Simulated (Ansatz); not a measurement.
Total energies of CH2AlNO2.

```tsv
atom	x (Å)	y (Å)	z (Å)
O1	0.937	-1.310	1.002
C2	0.293	-0.398	0.291
N3	0.617	0.036	-0.883
Al4	-0.870	1.034	-0.618
O5	-0.810	0.099	0.905
H6	1.692	-1.580	0.463
H7	-1.859	2.119	-1.160
```

Total charge 0; spin multiplicity 1. The structure was optimised at the PBE0-D4/def2-TZVP level. It is one conformer, not always the lowest. Basis def2-TZVPP, Ansatz.

RPA on PBE orbitals: Hartree–Fock energy of these orbitals -485.20941 Eh, correlation -1.36294 Eh (frozen core).

```tsv
functional	energy without D4 (Eh)	D4 term (kJ/mol)
PBE	-486.68670	-13.5
BLYP	-487.04504	-30.6
r2SCAN	-486.93820	-3.1
B97M-V	-486.97578	–
r2SCAN0	-486.89341	-3.6
HSE06 (plane-wave form)	-486.68758	-10.4
LC-ωPBE	-486.84506	–
ωB97M-V	-487.00586	–
B2PLYP	-486.80330	–
PBE-QIDH	-486.57946	–
```

(1) Give the same for LDA (SPW92), revPBE, PBE0, B3LYP, r2SCANh, BHLYP, CAM-B3LYP, ωB97X-V. (Best estimate.)

B3LYP takes the VWN-RPA correlation (the form of Gaussian; ORCA's B3LYP/G). HSE06 is the plane-wave form, built on full-range PBE exchange. The double hybrids freeze the cores in their second-order part.

Answers

(1) The calculation gave: 
```tsv
functional	energy without D4 (Eh)	D4 term (kJ/mol)
LDA (SPW92)	-484.18946	–
revPBE	-486.95746	-44.3
PBE0	-486.70439	-11.2
B3LYP	-487.10391	-22.0
r2SCANh	-486.91975	-3.3
BHLYP	-486.95557	-16.6
CAM-B3LYP	-487.00087	-11.3
ωB97X-V	-486.96422	–
```

LC-ωPBE has ω = 0.4 bohr⁻¹.
